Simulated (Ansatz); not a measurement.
A structure relaxed at r2SCAN-D4/def2-TZVPD in Ansatz, charge -1, doublet:

```xyz
6

Cs    0.3914    3.3933    0.2998
Cs    0.1214   -0.3314   -2.7653
Cs    1.6627   -0.9335    2.0332
H    -1.0737   -1.0149    0.2177
H    -1.4737   -1.6598    0.2655
H     0.3719    0.5463   -0.0510
```

(1) Give its formula and point group.

(2) Summarise the bond lengths by kind (pairs closer than 1.2 times the sum of covalent radii, bridged metal pairs left out).

## Answers

(1) the cluster Cs3H3⁻ (the lowest doublet isomer of a short search). Point group Cs (tolerance 0.1 Å).

(2) 5 × Cs–H 2.86 to 3.29 Å.

In the def2 sets Cs takes a core potential; there is no spin–orbit coupling. The charge -1 doublet is spin-contaminated (final ⟨S²⟩ up to 1.50, 0.75 for a pure state). The highest occupied level of the charge -1 doublet lies above zero (up to 0.21 eV). Its loss leaves the charge 0 singlet, which lies 0.91 eV higher (vertical, at r2SCAN-D4/def2-TZVPD), but this difference is unsure: the singlet is doubtful (geometry relaxed on an unsound state). In the doublet, H4 and H5 lie 0.76 Å apart (atoms count from 1), so H2 has formed as a molecule. The relaxation made no stability test and no search for a lower SCF solution. The structure comes from a short search, and lower isomers may exist.
